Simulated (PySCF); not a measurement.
## Sn³⁺ (tin, charge +3) across methods

[Kr] 4d10 5s1, 2S determinant. Computed with PySCF 2.14 in ANO-RCC-VTZP (7s6p4d2f1g, 68 functions), with scalar relativity by spin-free X2C-1e.

```tsv
method	E (hartree)	mean ε 4d α (eV)	mean ε 4d β (eV)	mean ε 5s α (eV)	Σ⟨r²⟩ (bohr²)	⟨S²⟩
PBE0	-6174.04	-57.916	-57.615	-37.355	28.13	0.750
PBE	-6173.96	-55.132	-54.820	-36.424	28.16	0.750
LDA	-6168.32	-55.283	-55.003	-36.863	28.16	0.750
M06-L	-6174.30	-55.791	-55.520	-35.830	28.00	0.750
UHF	-6171.74562	-64.927	-64.654	-39.420	28.26	0.750
r2SCAN	-6174.38	-55.893	-55.535	-36.607	28.12	0.751
PBEsol	-6171.10	-55.107	-54.792	-36.492	28.14	0.750
```

Task: Estimate the same row for BLYP.

Result: E (hartree) = -6174.59; mean ε 4d α (eV) = -54.886; mean ε 4d β (eV) = -54.625; mean ε 5s α (eV) = -36.503; Σ⟨r²⟩ (bohr²) = 28.21; ⟨S²⟩ = 0.750.
